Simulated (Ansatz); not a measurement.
Reaction (ligand exchange at a Ge–C bond): `[CH3][GeH]([Cl])[Cl]` + `N=C=O` → `O=C=[N][GeH]([Cl])[Cl]` + CH₄

Isolated molecules relaxed with PBE0-D4/def2-TZVP in Ansatz; ΔE leaves out vibrations. CCSD(T)/CBS is the MP2 limit (def2-TZVPP, def2-QZVPP) plus CCSD(T) − MP2 in def2-TZVPP, frozen cores. This one scheme is used for every species. DFT in def2-TZVPP. B3LYP here is the variant with VWN-RPA as its local correlation; programs differ in this. HSE06 is defined as in plane-wave codes. For Ge outer-core shells are correlated without core-valence functions, which leaves a few kJ/mol of doubt a bond. Scalar relativity is left out up to krypton. Each species was taken in one conformer, which may not be the lowest.

`[CH3][GeH]([Cl])[Cl]`:

```xyz
8

C     0.177    0.779    0.748
Ge   -0.258   -0.656   -0.468
Cl    1.503   -1.844   -0.797
Cl   -0.826    0.187   -2.361
H    -0.700    1.409    0.898
H     0.498    0.364    1.704
H     0.983    1.374    0.322
H    -1.377   -1.613   -0.045
```

`N=C=O`:

Cartesian coordinates in Å:
```
N -0.642 -0.417 -0.028
C 0.322 0.279 -0.246
O 1.202 0.954 -0.588
H -0.882 -0.816 0.862
```

`O=C=[N][GeH]([Cl])[Cl]`:

```xyz
7

O     2.628   -0.657   -1.101
C     1.490   -0.633   -0.879
N     0.296   -0.671   -0.708
Ge   -0.911    0.182    0.336
Cl   -0.390   -0.129    2.379
Cl   -0.814    2.271   -0.069
H    -2.299   -0.363    0.042
```

CH₄:

Cartesian coordinates in Å:
```
C 0.000 0.000 0.000
H 0.500 -0.266 -0.931
H 0.727 0.018 0.811
H -0.772 -0.737 0.221
H -0.456 0.985 -0.101
```

```tsv
level	ΔE (kJ/mol)	difference from CCSD(T)/CBS
LDA (SPW92)	-35.8	10.5
PBE-D4	-41.3	5.0
revPBE-D4	-44.5	1.8
BLYP-D4	-48.3	-2.0
r2SCAN-D4	-47.0	-0.7
B97M-V	-51.7	-5.4
PBE0-D4	-44.4	1.9
B3LYP-D4	-49.9	-3.6
r2SCANh-D4	-47.4	-1.1
r2SCAN0-D4	-48.2	-1.9
HSE06-D4	-44.5	1.8
CAM-B3LYP-D4	-50.2	-3.9
ωB97X-V	-48.1	-1.8
ωB97M-V	-46.3	0.0
B2PLYP	-50.5	-4.2
PBE-QIDH	-49.0	-2.7
PBE	-39.4	6.9
revPBE	-40.4	5.9
BLYP	-44.8	1.5
r2SCAN	-46.3	0.0
PBE0	-42.7	3.6
B3LYP	-47.0	-0.7
r2SCANh	-46.7	-0.4
r2SCAN0	-47.4	-1.1
HSE06	-42.8	3.5
BHLYP	-52.3	-6.0
CAM-B3LYP	-48.3	-2.0
LC-ωPBE	-44.1	2.2
RPA@PBE/def2-TZVPP	-49.0	-2.7
HF/def2-SVP	-66.0	-19.7
MP2/def2-SVP	-64.5	-18.2
CCSD/def2-SVP	-61.6	-15.3
CCSD(T)/def2-SVP	-61.8	-15.5
HF/def2-TZVPP	-62.4	-16.1
SCS-MP2/def2-TZVPP	-55.0	-8.7
CCSD/def2-TZVPP	-50.5	-4.2
CCSD(T)/def2-TZVPP	-50.4	-4.1
HF/def2-QZVPP	-62.5	-16.2
MP2/def2-QZVPP	-50.6	-4.3
SCS-MP2/def2-QZVPP	-52.8	-6.5
CCSD(T)/CBS	-46.3	0
```

Largest T1 diagnostic among the species: 0.018.

Leaving LDA and LC-ωPBE aside and taking each functional with its dispersion term where it has one, the values, not all of them listed here, spread over 13.5 kJ/mol, from BHLYP-D4 to PBE-D4. LDA lies +3.6 kJ/mol from PBE without D4. In def2-TZVPP, CCSD(T) changes the Hartree–Fock value by +12.0 kJ/mol (the triples alone add +0.0 kJ/mol) and MP2 by +9.4 kJ/mol.
